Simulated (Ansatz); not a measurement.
Geometry optimisation, RKS B3LYP/def2-mTZVP in Ansatz.

Input:

```yaml
crystal:
  periodic: [false, false, false]
  atoms:
    - { symbol: F, position_ang: [-1.4101, -0.0698, 0.9743] }
    - { symbol: In, position_ang: [-0.2014, -0.1303, -0.4897] }
    - { symbol: Cl, position_ang: [1.7682, -1.3493, 0.6735] }
    - { symbol: H, position_ang: [-0.1012, 1.489, -1.1784] }
basis:
  gaussian: { orbitals: def2-mTZVP }
hamiltonian:
  xc: b3lyp
relax:
  f_tol: 0.015
  max_steps: 40
```

Run as:

```bash
$ ansatz run input.yaml --threads 1 --pin off --max-ram 2048MiB --backend cpu --events-out ev --progress --plain --runs-dir out
```

Task: Where does it end, and by what steps?

Result: The forces met the threshold. After 6 steps the energy has fallen by 0.901 eV; In2 moved furthest, 0.47 Å.

```tsv
step	energy less start (eV)	largest force component (eV/Å)	accepted
0	0.0000	2.789	yes
1	-0.6377	0.869	yes
2	-0.8610	0.515	yes
3	-0.8978	0.180	yes
4	-0.9004	0.041	yes
5	-0.9007	0.021	yes
6	-0.9007	0.001	yes
```

```xyz
4
Properties=species:S:1:pos:R:3
F -1.605 -0.183 1.001
In -0.027 0.132 -0.134
Cl 1.706 -1.328 0.464
H -0.019 1.319 -1.352
```

Whether the end is a true minimum wasn't checked by a vibrational analysis.

Run time: 59 s on 1 thread of AMD EPYC (Zen 3) (shared host), peak memory 0.17 GiB.
